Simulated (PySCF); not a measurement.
**Working out the ionisation energy of Sn**

Sn [Kr] 4d10 5s2 5p2 (3P) → Sn+ [Kr] 4d10 5s2 5p1 (2P). All numbers are calculated (PySCF 2.14, scalar relativity through the core potential, in aug-cc-pVQZ-PP with ECP28MDF (7s7p5d3f2g, 92 functions)). Frozen: 4s2 4p6 4d10. Energies in hartree (1 hartree = 27.21139 eV):

```csv
part,Sn (lower),Sn+ (upper)
UHF,-213.340624,-213.088934
MP2 opposite-spin,-0.038959,-0.032324
MP2 same-spin,-0.007982,-0.002338
```

Problem. What does Hartree-Fock give?

Solution. (-213.088934) − (-213.340624) = 0.251690 hartree = 6.849 eV.

Problem. What do MP2 and SCS-MP2 (6/5 opposite-spin, 1/3 same-spin) give?

Solution. The opposite-spin parts differ by 0.181 eV and the same-spin parts by 0.154 eV. MP2: 6.849 + (0.181) + (0.154) = 7.184 eV. SCS-MP2: 6.849 + 1.2 × (0.181) + (0.154)/3 = 7.118 eV.

Measured between the centres of the two terms (NIST): 7.389 eV, so MP2 (valence) is off by -0.205 eV.

What remains against the reference includes basis incompleteness, the frozen core and correlation beyond second order.
